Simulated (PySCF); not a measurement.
Vertical excitations of a molecule C₃H₈Se from TDDFT-PBE/def2-SVPD (PySCF 2.14.0), as energy in eV (oscillator strength): 4.50 (0.005), 5.11 (0.035), 5.77 (0.013), 5.95 (0.010), 6.17 (0.004), 6.69 (0.056), 6.80 (0.006), 6.95 (0.067), 7.08 (0.011), 7.30 (0.023). Lowest triplet (TDA): 4.08 eV. Geometry optimised at r2SCAN-D4/def2-SVP. One conformer was computed; it need not be the lowest.

Task: Identify the compound among the candidates.
(A) CC(C)[SeH]
(B) CC[Se]C
(C) CCC[SeH]

Result: A, CC(C)[SeH]
